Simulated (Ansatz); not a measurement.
HgCl₂⁺, relaxed as a doublet with UKS B3LYP-D4/def2-TZVP in Ansatz, starting from the B3LYP-D4/def2-TZVP geometry of the neutral singlet. Force threshold 0.02 eV/Å.

In the def2 sets Hg takes a core potential; there is no spin–orbit coupling.

Start:

| atom | x (Å) | y (Å) | z (Å) |
| --- | --- | --- | --- |
| Hg1 | 0.000 | -0.001 | -0.002 |
| Cl2 | 1.835 | -0.893 | 1.025 |
| Cl3 | -1.835 | 0.894 | -1.024 |

(1) Estimate the energy that the relaxation releases and the steps that it takes.

(2) Does the start keep its bonding and symmetry?

(3) Predict the relaxed structure.

Answers

(1) 0.0 kcal/mol, in 2 steps; 3.6 s on 2 threads of Intel Xeon Platinum 8488C on a shared host. No frequencies were taken in this run, so the end may be a saddle point.

(2) By distances, no bond broke or formed. The bond that changes most is Hg1–Cl2, from 2.28 to 2.28 Å (atoms count from 1). Point group D∞h at the start, D∞h at the end, both within 0.05 Å.

(3) 
Cartesian coordinates in Å:
```
Hg 0.0001 -0.0005 -0.0007
Cl 1.8320 -0.8918 1.0231
Cl -1.8321 0.8923 -1.0225
```
Bond lengths: 2 × Cl–Hg 2.28 Å.
